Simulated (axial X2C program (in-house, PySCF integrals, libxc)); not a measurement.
## Which molecule has these constants?

All values come from calculations with an in-house relativistic program for diatomic molecules, spin-free (one-electron X2C) or two-component (2c: spin–orbit coupling with atomic mean-field Coulomb and Gaunt terms, which also bring small scalar terms), in Dyall basis sets with cores contracted in-house; open shells are unrestricted.

A two-component PBE0 calculation in a Dyall 3-zeta basis gave Re = 2.650 Å, ωe = 355.2 cm⁻¹, De = 1.16 eV, dipole magnitude 5.90 D, Ω = 1.

Which molecule is it?
A. LiBi
B. LiAs
C. LiSb
D. LiP

A. The others have LiAs 2.414 Å and 438.8 cm⁻¹ (Ω = 1); LiSb 2.609 Å and 397.6 cm⁻¹ (Ω = 1); LiP 2.324 Å and 492.2 cm⁻¹ (Ω = 1).

Each entry is the lowest single determinant of a limited PBE0 search at one distance. De goes to single-determinant-based atoms at the same level (for ions the charge split of lowest energy) and is withheld (n/a) where an atom does not fit its ground term or J level. Main or longest-lived isotopes. One determinant is a doubtful description, or other states lie close, for LiBi, LiAs, LiSb, LiP; these need not be ground states, and all values refer to the states named. Some open-shell Ω = 0 determinants are out of reach, so the Ω given for LiBi, LiAs, LiSb, LiP need not be the lowest component. With several unpaired electrons the Ω given is that of one determinant, not necessarily of the lowest component.
